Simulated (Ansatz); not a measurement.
System: C2H7B, charge 0, singlet. C2H7B (ethylborane, SMILES CCB).
B3LYP-D3(BJ)/def2-TZVP minimum from Ansatz (a program for electronic structure):
```
C
H 1 1.0966
H 1 1.1065 2 102.74
C 1 1.5306 2 111.34 3 117.61
H 4 1.0917 1 111.04 2 -176.67
H 4 1.0919 5 107.20 1 121.34
H 4 1.0920 5 107.85 6 115.48
B 1 1.5516 2 110.59 3 -108.78
H 8 1.1945 1 119.98 2 39.31
H 8 1.1956 9 118.37 1 -177.23
```

Atomisation energy term by term, kcal/mol (programs: Ansatz). UHF or UKS for unpaired electrons; spin-orbit terms are left out. Cores are frozen in correlated methods. Rows without X2C or -DK are non-relativistic. CBS(X,Y): correlation extrapolated as X^-3, Hartree-Fock from the larger set. A bracket is a step between two methods taken in the basis named. '+ core + X2C': CCSD(T) terms for core correlation (cc-pwCVTZ) and scalar relativity (cc-pVTZ-DK). Where a partner has so few electrons that a lower coupled-cluster level is exact, that level stands in.

```json
[
 {"term": "Hartree-Fock", "basis": "cc-pVQZ", "kcal/mol": "689.37"},
 {"term": "CCSD correlation", "basis": "CBS(cc-pVTZ,cc-pVQZ)", "kcal/mol": "180.69"},
 {"term": "(T)", "basis": "CBS(cc-pVTZ,cc-pVQZ)", "kcal/mol": "8.55"},
 {"term": "CCSDT(Q) - CCSD(T)", "basis": "cc-pVDZ", "kcal/mol": "0.25"},
 {"term": "core correlation", "basis": "cc-pwCVTZ", "kcal/mol": "3.41"},
 {"term": "scalar relativity", "basis": "X2C, cc-pVTZ-DK", "kcal/mol": "-0.46"},
 {"term": "sum: De", "basis": "", "kcal/mol": "881.8"}
]
```
